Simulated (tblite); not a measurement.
Start geometry of `CCCn1nc([SiH3])cc1C` from a force field or distance geometry (Å):
```
atom  x, y, z in Å
C1    -2.6486   -0.3552    0.6168
C2    -2.2272   -0.8701   -0.7298
C3    -1.1595   -0.0839   -1.4081
N4     0.0684    0.0357   -0.6775
N5     1.0706   -0.8292   -0.7651
C6     2.0958   -0.5093    0.0130
Si7    3.6524   -1.4596    0.1278
C8     1.7197    0.6501    0.6752
C9     0.4488    0.9639    0.2339
C10   -0.3393    2.1433    0.7004
H11   -1.8018   -0.2761    1.3407
H12   -3.3537   -1.1274    1.0520
H13   -3.1445    0.6431    0.5797
H14   -3.1318   -0.8235   -1.3845
H15   -1.9717   -1.9534   -0.6716
H16   -1.5096    0.9667   -1.6452
H17   -1.0168   -0.5411   -2.4247
H18    3.6668   -2.6389   -0.7614
H19    4.0048   -1.8212    1.5238
H20    4.7551   -0.5936   -0.3460
H21    2.3425    1.1599    1.3926
H22   -1.3449    2.2086    0.2455
H23   -0.4708    2.0941    1.8034
H24    0.2835    3.0368    0.5168
```

Q: What comes out of this run: tblite, GFN2-xTB geometry optimisation, gas phase?

A: 
```
atom  x, y, z in Å
C1    -2.518   -0.682    0.734
C2    -2.095   -1.006   -0.693
C3    -1.219    0.094   -1.302
N4     0.044    0.192   -0.622
N5     0.932   -0.791   -0.746
C6     1.980   -0.465   -0.003
Si7    3.469   -1.588    0.115
C8     1.744    0.779    0.617
C9     0.493    1.174    0.201
C10   -0.282    2.403    0.514
H11   -1.645   -0.555    1.371
H12   -3.122   -1.488    1.142
H13   -3.107    0.233    0.763
H14   -2.978   -1.134   -1.321
H15   -1.524   -1.936   -0.705
H16   -1.723    1.061   -1.246
H17   -1.020   -0.146   -2.351
H18    3.279   -2.745   -0.755
H19    3.634   -2.018    1.510
H20    4.664   -0.833   -0.282
H21    2.405    1.306    1.275
H22   -0.496    2.971   -0.392
H23   -1.226    2.161    1.001
H24    0.300    3.032    1.183
```

The energy falls by 0.567 eV over 155 L-BFGS steps, the largest force on an atom goes from 2.81 to 0.010 eV/Å, and the atoms move by 0.480 Å rms after alignment. The bond that changes most is C1–H12 (methyl carbon to methyl hydrogen), which shortens by 0.045 Å. Bonds longer at the end by more than 0.005 Å: 4 of 24; shorter: 15. Among the angles that change most is H16–C3–H17, from 103.1° to 109.1°. Among the dihedrals that turn most is C8–C9–C10–H22, from -179° to 119°. Rotational constants go from 2111, 649.8, 558.3 to 1827, 701.6, 578.3 MHz. The orientation of the end geometry is arbitrary; only internal coordinates are fixed.

Hardware: one thread, Arm Neoverse V1 (aarch64), shared host with 32 logical CPUs at a one-minute load of 26. Cost: 1.6 s wall.

Its GFN2-xTB frequencies are all real (lowest 36 cm⁻¹). The numbers are those of one conformer. 3 starts were optimised and ended at 0.00, 0.05 and 0.14 kcal/mol (GFN2-xTB); the lowest of these is shown.

All values are computed, not measured.
